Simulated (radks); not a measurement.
Task: Coherent X-ray form factor from a spherical all-electron density. All-electron calculation, scalar-relativistic Kohn-Sham, PBE, spin-unpolarised, spherical densities, finite nucleus; Fermi nuclear charge, rms radius of each element as measured or else 0.836 A^(1/3) + 0.57 fm. Program: a radial shooting solver on a logarithmic mesh with Libxc functionals.

| sin(theta)/lambda (1/angstrom) | f0 (electrons) |
|---|---|
| 0.05 | 62.694 |
| 0.1 | 61.796 |
| 0.15 | 60.363 |
| 0.2 | 58.478 |
| 0.25 | 56.245 |
| 0.3 | 53.771 |
| 0.4 | 48.498 |
| 0.5 | 43.294 |
| 0.6 | 38.519 |
| 0.8 | 30.670 |
| 1 | 24.949 |
| 1.25 | 20.169 |
| 1.5 | 17.199 |
| 2 | 13.616 |

The species is in the configuration that NIST lists as its ground one. Which atom or ion scatters so?

Result: The tantalum ion Ta10+, [Kr] 4d10 4f13 5s2 5p2. Extrapolating in s^2 from the first two rows gives f0(0) = 63.0, near the electron count 63; among species with that count, the fall with angle is slower the higher Z, and the table is that of Z = 73; from so few rows the species is fixed only to a neighbour or two.
